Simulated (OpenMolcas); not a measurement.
## Multiplet structure of Os5+

| Property | Result |
| --- | --- |
| Program | OpenMolcas 26.06 |
| Method | MS-CASPT2, IPEA 0.25 Eh, imaginary shift 0.1 Eh (closed shells correlated: 5s 5p) |
| Basis | ANO-RCC-VTZP [8s7p5d3f2g1h] |
| Scalar Hamiltonian | DKH2, point nucleus |
| Active space | 3 electrons in 10 orbitals (5d 6d) |
| State averaging | 2S+1 = 4 even, 10 roots; 2S+1 = 2 even, 40 roots |
| Spin-orbit coupling | RASSI with atomic mean-field integrals over the reference wave functions, term energies averaged over their components |

With spin-orbit coupling, above the lowest level:

```json
{"Configuration": "5d3", "Term": "4F", "J": "3/2", "E (cm-1)": "0.0", "Measured (cm-1)": "0.0", "g": "0.491", "Term weight %": "82", "Second": "15 2D(1)"}
{"Configuration": "5d3", "Term": "4F", "J": "5/2", "E (cm-1)": "6530", "Measured (cm-1)": "6397", "g": "1.038", "Term weight %": "95", "Second": "5 2D(1)"}
{"Configuration": "5d3", "Term": "4F", "J": "7/2", "E (cm-1)": "11680", "Measured (cm-1)": "11444", "g": "1.190", "Term weight %": "85", "Second": "13 2G"}
{"Configuration": "5d3", "Term": "4P", "J": "3/2", "E (cm-1)": "14690", "Measured (cm-1)": "", "g": "1.374", "Term weight %": "45", "Second": "36 2P"}
{"Configuration": "5d3", "Term": "4F", "J": "9/2", "E (cm-1)": "15040", "Measured (cm-1)": "14678", "g": "1.215", "Term weight %": "57", "Second": "32 2G"}
{"Configuration": "5d3", "Term": "4P", "J": "1/2", "E (cm-1)": "17190", "Measured (cm-1)": "16772", "g": "1.990", "Term weight %": "66", "Second": "34 2P"}
{"Configuration": "5d3", "Term": "2G", "J": "7/2", "E (cm-1)": "23420", "Measured (cm-1)": "22920", "g": "0.948", "Term weight %": "82", "Second": "15 4F"}
{"Configuration": "5d3", "Term": "2H", "J": "9/2", "E (cm-1)": "24720", "Measured (cm-1)": "24028", "g": "1.073", "Term weight %": "56", "Second": "33 4F"}
{"Configuration": "5d3", "Term": "4P", "J": "5/2", "E (cm-1)": "25640", "Measured (cm-1)": "24828", "g": "1.553", "Term weight %": "89", "Second": "6 2D(1)"}
{"Configuration": "5d3", "Term": "2D(1)", "J": "3/2", "E (cm-1)": "28590", "Measured (cm-1)": "", "g": "1.209", "Term weight %": "44", "Second": "43 4P"}
{"Configuration": "5d3", "Term": "2P", "J": "1/2", "E (cm-1)": "29350", "Measured (cm-1)": "28860", "g": "1.347", "Term weight %": "66", "Second": "34 4P"}
{"Configuration": "5d3", "Term": "2H", "J": "11/2", "E (cm-1)": "33250", "Measured (cm-1)": "32156", "g": "1.091", "Term weight %": "100", "Second": ""}
{"Configuration": "5d3", "Term": "2D(1)", "J": "5/2", "E (cm-1)": "35500", "Measured (cm-1)": "34418", "g": "1.212", "Term weight %": "86", "Second": "6 4P"}
{"Configuration": "5d3", "Term": "2G", "J": "9/2", "E (cm-1)": "37900", "Measured (cm-1)": "37019", "g": "1.067", "Term weight %": "57", "Second": "33 2H"}
{"Configuration": "5d3", "Term": "2P", "J": "3/2", "E (cm-1)": "40820", "Measured (cm-1)": "40203", "g": "1.186", "Term weight %": "55", "Second": "29 2D(1)"}
{"Configuration": "5d3", "Term": "2F", "J": "5/2", "E (cm-1)": "41120", "Measured (cm-1)": "39601", "g": "0.913", "Term weight %": "86", "Second": "11 2D(2)"}
{"Configuration": "5d3", "Term": "2F", "J": "7/2", "E (cm-1)": "41820", "Measured (cm-1)": "40447", "g": "1.132", "Term weight %": "95", "Second": "5 2G"}
{"Configuration": "5d3", "Term": "2D(2)", "J": "3/2", "E (cm-1)": "62250", "Measured (cm-1)": "", "g": "0.807", "Term weight %": "96", "Second": "2 2D(1)"}
{"Configuration": "5d3", "Term": "2D(2)", "J": "5/2", "E (cm-1)": "63000", "Measured (cm-1)": "61005", "g": "1.172", "Term weight %": "83", "Second": "12 2F"}
```

Against the 15 measured excited levels shown (the list in Brasseur, Palmeri and Quinet, Atoms 13, 11 (2025)) the mean absolute deviation is 810 cm-1; the largest miss in energy is 5d3 2D 5/2(2): computed 63000, measured 61005 cm-1 (+3.3 %).

Spin-orbit coupling puts the lowest level 13583 cm-1 below the lowest spin-free term.

A least-squares Racah fit to the terms below 60000 cm-1, each weighted by 2L + 1 and with a free common offset, gives B = 795 cm-1 and C = 3260 cm-1 (C/B = 4.10), with an rms deviation of 626 cm-1.

CASPT2 breaks the degeneracy within a term, and the mean is taken; among the terms shown or strongly mixed into the levels shown the widest spread is 430 cm-1 (5d3 4F). Active for correlation alone: 6d; no level in the range computed is led by a configuration that fills it, so any true level of that kind is missing. Computed and measured levels are paired by configuration, term and J; levels that our copy of the source lacks, or whose pairing is in doubt (as where it misses far off the trend of its configuration), stay unpaired and out of the deviations. Only configurations of the active space appear. The first state left out of the spin-orbit step lies near 310000 cm-1 above the lowest spin-free state of the reference (among the parities and spins computed), and the list stops at four fifths of that energy or lower.

The term weight is that of the spin-free term in the level, not the purity of its configuration. A number in round brackets counts repeated terms of one configuration in the order of the reference energies.
